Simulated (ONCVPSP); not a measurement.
## Pseudopotential generation for platinum (Pt): ONCV, PBEsol, fully relativistic.

ONCVPSP 4.0.1 input, shortened (lines: element, Z, core and valence counts, functional; n l f; lmax; l rc ep ncon nbas qcut; lloc lpopt rc5 dvloc0; l nproj debl; icmod fcfact rcfact), PBEsol, fully relativistic:

```
  Pt 78.00   12    1  -116133      upf
    1    0    2.00
    2    0    2.00
    2    1    6.00
    3    0    2.00
    3    1    6.00
    3    2   10.00
    4    0    2.00
    4    1    6.00
    4    2   10.00
    4    3   14.00
    5    0    2.00
    5    1    6.00
    5    2    8.00
    2
    0    1.55    0.27    4    7    4.40
    1    1.50    0.16    4    7    5.70
    2    1.75    0.00    5    9    7.90
    4    5    1.15    4.00
    0    1    1.80
    1    2    1.60
    2    2    1.40
    2    0.35    1.10
```

Open shells are filled in proportion to 2j + 1.

All-electron outer shells of the reference configuration (PBEsol, scalar-relativistic, ld1.x):

| shell | level (eV) | outermost node (bohr) | outermost maximum (bohr) |
| --- | --- | --- | --- |
| 5d | -25.91 | 0.57 | 1.24 |

**Question.** Does this generation succeed?

**Answer.** No. ONCVPSP 4.0.1 stopped with "optimize: ERROR ps0norm > uunorm, code will stop": the continuity conditions at rc already need more norm inside rc than the all-electron wave has, so norm conservation cannot be met. It happened in the s channel.
